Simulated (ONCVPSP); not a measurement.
**Scattering properties, ONCV potential for tin**

tin (Sn), optimised norm-conserving Vanderbilt (ONCV), made with ONCVPSP 4.0.1 (PBE, scalar-relativistic). Core [Kr], reference 4d10 5s2 (charge +2). Waves: 5s: rc 2.10 bohr, ncon 4, nbas 9, qcut 2.6 1/bohr, 1 projector; p scattering state at 0.23 Ha: rc 2.20 bohr, ncon 3, nbas 7, qcut 4.4 1/bohr, 1 projector; 4d: rc 1.55 bohr, ncon 5, nbas 10, qcut 11.2 1/bohr, 2 projectors, debl 1.6 Ha; f scattering state at 0.09 Ha: rc 1.95 bohr, ncon 4, nbas 8, qcut 5.7 1/bohr, 2 projectors, debl 1.8 Ha. Local part: polynomial inside 1.00 bohr (lpopt 5, dvloc0 3 Ha). Core correction: none.

In the p channel the program set the typed energies aside and used 0.050 Ha.

The phase is arctan(r·R′/R) of the radial function R(r), unwrapped; energies in Ha, scanned from -3 to 5 Ha. A pole is an energy at which the radial function vanishes at the test radius. The pseudo phase is shifted by a multiple of π to meet the all-electron one at the reference energy, and phase errors are pseudo minus all-electron; the curves can meet again beyond the range given. Levels narrower than the energy grid can be missing from the lists of poles. n/a: not evaluated, since a narrow level or a reset projector energy made the automatic matching unsafe.

```
channel  radius (bohr)  reference energy (Ha)  poles, all-electron  poles, pseudo  unbroken range about the reference energy with phases within 0.05 rad  phase error 1 Ha above the reference energy (rad)
      s           2.13                  -0.96                 0.67     0.28, 2.32                                                              below 0.2                                             -0.034
      p           2.23                   0.05                 1.16           1.10                                                            -2.9 to 2.0                                             -0.007
      d           1.57                  -1.59                -0.85          -0.88                                                                    n/a                                                n/a
      f           1.98                   0.09                 1.33           1.33                                                        the whole range                                             -0.001
```

Note: ghosts flagged at negative energy: s at -228.9 eV, p at -82.4 eV, d at -2.33 eV; no localised positive-energy state flagged. A true bound ghost makes a file unfit for plane-wave use.

Phases in the f channel:

| E (Ha) | all-electron | pseudo |
| --- | --- | --- |
| -2.98 | 1.316 | 1.315 |
| -2.54 | 1.290 | 1.289 |
| -2.10 | 1.256 | 1.255 |
| -1.66 | 1.207 | 1.206 |
| -1.22 | 1.131 | 1.130 |
| -0.78 | 0.994 | 0.993 |
| -0.34 | 0.680 | 0.679 |
| 0.10 | -0.186 | -0.186 |
| 0.54 | -1.077 | -1.077 |
| 0.98 | -1.420 | -1.421 |
| 1.42 | -1.603 | -1.603 |
| 1.86 | -1.774 | -1.774 |
| 2.30 | -2.075 | -2.078 |
| 2.74 | -3.090 | -3.131 |
| 3.18 | -4.130 | -4.162 |
| 3.62 | -4.416 | -4.437 |
| 4.06 | -4.535 | -4.554 |
| 4.50 | -4.604 | -4.623 |
| 4.94 | -4.653 | -4.673 |
